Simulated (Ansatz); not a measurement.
Gas-phase electronic energies from Ansatz, PBE0-D4/def2-TZVP geometries. CCSD(T)/CBS adds triple-zeta CCSD(T) − MP2 to the extrapolated MP2 energy (def2 sets, frozen cores). This one scheme is used for every species. Double bonds are as drawn, so ΔE can hold a change between cis and trans. DFT in def2-TZVPP. Each species was taken in one conformer, which may not be the lowest.

`C/C=C/[SiH2]C` + HCl → `C/C=C\[SiH2]Cl` + CH₄  (ligand exchange at the Si–C bond)

```json
{"level": "r2SCAN-D4", "ΔE (kJ/mol)": "-104.3", "difference from CCSD(T)/CBS": "-3.3"}
{"level": "r2SCANh-D4", "ΔE (kJ/mol)": "-104.3", "difference from CCSD(T)/CBS": "-3.3"}
{"level": "ωB97X-V", "ΔE (kJ/mol)": "-101.7", "difference from CCSD(T)/CBS": "-0.7"}
{"level": "ωB97M-V", "ΔE (kJ/mol)": "-102.1", "difference from CCSD(T)/CBS": "-1.1"}
{"level": "PBE0", "ΔE (kJ/mol)": "-99.5", "difference from CCSD(T)/CBS": "1.5"}
{"level": "r2SCANh", "ΔE (kJ/mol)": "-104.1", "difference from CCSD(T)/CBS": "-3.1"}
{"level": "r2SCAN0", "ΔE (kJ/mol)": "-104.0", "difference from CCSD(T)/CBS": "-3.0"}
{"level": "CAM-B3LYP", "ΔE (kJ/mol)": "-100.3", "difference from CCSD(T)/CBS": "0.7"}
{"level": "MP2/def2-SVP", "ΔE (kJ/mol)": "-99.2", "difference from CCSD(T)/CBS": "1.8"}
{"level": "MP2/def2-QZVPP", "ΔE (kJ/mol)": "-104.8", "difference from CCSD(T)/CBS": "-3.8"}
{"level": "CCSD(T)/CBS", "ΔE (kJ/mol)": "-101.0", "difference from CCSD(T)/CBS": "0"}
```

(1) What do rigid-rotor, harmonic-oscillator terms from PBE0-D4/def2-TZVP frequencies (298.15 K, 1 bar) make of the CCSD(T)/CBS value? (Estimate.)

Largest T1 diagnostic among the species: 0.011.

Results:

(1) Ansatz gave: ΔZPE = +8.8 kJ/mol, ΔH = -93.2 kJ/mol, ΔS = -4 J/(mol·K), ΔG = -91.9 kJ/mol. Modes under 50 cm⁻¹ make the entropy rough.

From BLYP to BHLYP (50 % exact exchange), in def2-TZVPP and without D4, ΔE moves by −3.6 kJ/mol. Leaving LDA and LC-ωPBE aside and taking each functional with its dispersion term where it has one, the values, not all of them listed here, spread over 7.5 kJ/mol, from BHLYP-D4 to revPBE-D4. LDA lies +3.4 kJ/mol from PBE without D4. In def2-TZVPP, CCSD(T) changes the Hartree–Fock value by +9.7 kJ/mol (the triples alone add −0.0 kJ/mol) and MP2 by +4.3 kJ/mol.

CCSD(T)/CBS has its own doubt, a few kJ/mol and more with outer-core shells, so smaller differences from it don't rank the levels.
